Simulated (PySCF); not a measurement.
Molecule: SMILES F[C@@H]1OCOC[C@@]1(F)Cl, C4H5ClF2O2.

Geometry (Å), atoms numbered from 1 in this order:
```xyz
14

F     0.110   -1.210    1.595
C    -0.287   -1.229    0.272
O     0.810   -1.214   -0.548
C     1.548   -0.007   -0.464
O     0.783    1.109   -0.785
C    -0.309    1.265    0.086
C    -1.181    0.007    0.043
F    -2.153    0.063    0.994
Cl   -1.964   -0.169   -1.543
H    -0.829   -2.168    0.113
H     2.337   -0.087   -1.212
H     1.975    0.089    0.550
H    -0.866    2.142   -0.249
H     0.025    1.407    1.126
```

Frames of a GFN2-xTB Langevin trajectory at 400 K; GIAO PBE0/pcSseg-1 shieldings in PySCF 2.14, gas phase, non-relativistic; equivalent atoms averaged within each frame.

References, each an isolated molecule treated in the same way: CFCl3 for ¹⁹F (σ = 170.95 ppm); TMS for ¹³C (σ = 186.93 ppm), ¹H (σ = 31.72 ppm); ¹⁷O (σ = 336.08 ppm) against H2O; ³⁵Cl (σ = 949.78 ppm) against HCl. The references are static minima.

How do the shifts (ppm) fluctuate along the trajectory?

Results:


```
         time (fs)      F8      F1     C2     C7    C4    C6     O3    O5  Cl9   H10
optimised geometry  -153.1  -167.9  110.9  110.9  90.1  73.5  118.7  70.9  273  5.90
               250  -171.1  -175.9  110.4   98.8  89.3  73.1  125.2  70.7  308  6.02
               425  -106.8  -149.2  117.2  114.8  90.1  76.5  123.3  75.1  213  6.45
               625  -148.9  -165.7  112.4  112.9  86.1  76.4  111.8  64.2  294  5.47
               800  -140.8  -131.3  122.5  119.3  97.3  90.7  155.3  70.0  361  6.43
              1000  -154.2  -176.7  107.7  110.0  89.6  75.6  115.4  72.2  240  4.97
    mean of frames  -144.4  -159.8  114.1  111.2  90.5  78.4  126.2  70.4  283  5.87
standard deviation    23.8    19.4    5.9    7.7   4.1   7.0   17.2   4.0   58  0.64
```

5 frames give an uncertainty of the mean of about the standard deviation over 2.2 at best, since frames this close in time may not be independent; classical motion lacks zero-point vibration, and the reference would need the same averaging.
